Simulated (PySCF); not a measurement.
PySCF was given this input:
```python
from pyscf import gto, scf, dft

mol = gto.M(
    atom='''
O     1.364314   -0.149536   -0.377770
S     0.202538   -0.006309    0.407834
F    -0.666917    1.265417   -0.235497
F    -0.905875   -1.121280   -0.153746
''',
    basis='sto-3g',
    charge=0,
    spin=0,
    verbose=4,
)

mf = dft.RKS(mol)
mf.xc = 'revpbe'
mf.kernel()
```

Question: Give the total energy at the level REVPBE/STO-3G run with PySCF.

Answer: -664.4150 Eh

Question: Predict the Mulliken (on the basis functions themselves) charges in atom order from REVPBE/STO-3G.

Answer: O1 -0.41, S2 0.76, F3 -0.18, F4 -0.18

Question: Estimate the dipole moment that REVPBE/STO-3G returns for this input.

Answer: 1.37 D

Question: Give the HOMO-LUMO gap at the level REVPBE/STO-3G.

Answer: 5.11 eV
